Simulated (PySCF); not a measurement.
## Structure revision by computed shifts

A compound C$_{5}$H$_{4}$F$_{3}$NO$_{2}$ gives the data below (simulated from a calculation) and was assigned the structure `COc1cc(C(F)(F)F)on1`.

¹³C{¹H} NMR (computed): δ 202.3 (C), 130.3 (C), 116.5 (C), 73.1 (CH), 27.8 (CH3).

¹H NMR (300 MHz, computed): δ 4.90 (s, 1H), 2.67 (s, 3H).

PySCF 2.14 calculation with geometry from GFN2-xTB and shielding tensors at PBE0/pcSseg-1 (GIAO); no relativistic terms, one conformer, averaged over atoms made equivalent by symmetry, fast rotation or ring inversion, in vacuum.

Scale: TMS for ¹H (σref 31.72) and ¹³C (σref 186.93) (reference shieldings calculated alike).

Q: Compare with the shifts computed for the proposed structure, pairing carbons in order of shift.

A: Numbering as in the mapped SMILES `[CH3:1][O:2][c:3]1[cH:4][c:5]([C:6]([F:7])([F:8])[F:9])[o:10][n:11]1`. Each H is labelled by its parent atom.

```json
{"atom": "C3", "computed for proposal": "177.7", "given list": "202.3", "difference": "-24.6"}
{"atom": "C5", "computed for proposal": "169.1", "given list": "130.3", "difference": "+38.8"}
{"atom": "C6", "computed for proposal": "127.7", "given list": "116.5", "difference": "+11.2"}
{"atom": "C4", "computed for proposal": "106.2", "given list": "73.1", "difference": "+33.1"}
{"atom": "C1", "computed for proposal": "58.5", "given list": "27.8", "difference": "+30.7"}
```

The rms difference is 29.2 ppm and the largest +38.8 ppm at C5 (substituted aromatic carbon next to the ring oxygen). The proposal doesn't fit.

Q: Which isomer fits?

A: SMILES C(C)(=O)[C@H](C#N)OC(F)(F)F.

- Carbon types of the structure: 3 × C, 1 × CH, 1 × CH3, which accounts for all hydrogens.
- δC 202.3: ketone carbonyl carbon; low-lying n→π* states of the double bond to the heteroatom give a large paramagnetic term (-265 ppm).
- δC 130.3: CF3 carbon; 4 electronegative neighbours deshield it.
- δC 116.5: nitrile carbon; typical of a nitrile.
- δC 73.1: sp3 CH bonded to O, α to a carbonyl; deshielded by the electronegative neighbour.

Other isomers checked: CO[C@@]1(C#N)O[C@H]1C(F)(F)F (rms 41.1 ppm).

The data come from this structure; uniqueness wasn't tested.

Splittings by ¹⁹F in the carbon and heteronuclear signals aren't shown, as no couplings were computed. Shifts are as computed. Against solution values, carbons near 30 ppm lie about +3 ppm off and those near 130 ppm about +5 ppm. Of 1211 compounds with measured shifts, 218 miss one by over three times the rms of a fit or turn the order of signals round; such compounds aren't used in these exercises. No couplings were computed; multiplicities are counted from neighbouring protons, with m where these are inequivalent, close in shift, in a saturated or five-membered ring or joined by F or P, and br s for small geminal =CH2 splittings.
